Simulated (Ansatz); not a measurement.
Coupled-cluster diagnostics for B₆Os⁻, Ansatz.

Geometry of the doublet (PBE-D4/def2-SVPD):

Cartesian coordinates in Å:
```
Os 0.431 0.384 1.140
B 0.686 0.703 -0.993
B 0.938 -0.880 -0.556
B -1.237 0.613 -0.237
B -0.193 1.834 -0.265
B -0.986 -0.969 0.201
B 0.361 -1.684 0.710
```

In the def2 sets Os takes a core potential; there is no spin–orbit coupling. Correlated methods freeze 6 core orbitals; core or outer-core shells of Os are correlated, in sets that lack core-valence functions. Another isomer (doublet) lies 0.37 eV lower at PBE0-D4/def2-TZVPD; other spin states weren't run for this one.

Question: Estimate the CCSD(T) correlation energy, the shares of MP2 and (T), T1 and the reference's ⟨S²⟩ for: charge -1, doublet, own geometry in def2-SVPD; and the rough time on 4 threads of Intel Xeon on a shared host.

Answer: 
```csv
state,basis,correlation (eV),MP2 share (%),(T) share (%),T1,⟨S²⟩ (pure),wall time,remarks
"charge -1, doublet, own geometry",def2-SVPD,-27.829,98.0,7.8,0.064,1.52 (0.75),5.3 min,"large T1, spin-contaminated"
```
Customary marks for T1 are 0.02 (closed shells), 0.045 (open shells) and about 0.05 (3d metals). T1 exceeds 0.02 in 1 of 1 rows and 0.045 in 1; the higher it lies, the less the single-reference result can be trusted.
